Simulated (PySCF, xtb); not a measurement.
CH2O3, SMILES O=C(O)O.

GFN2-xTB (xtb) at its own geometry gives an orbital gap of 6.32 eV and a dipole moment of 0.28 D.

Geometry: B3LYP-D3(BJ)/def2-SVP. Other conformers were not sampled.

Q: What does M06-2X/def2-TZVPD (PySCF) give? (The exact figures need the calculation; the answer reports its results.)

A: gap 10.49 eV (levels -10.61 and -0.12 eV), dipole 0.27 D.
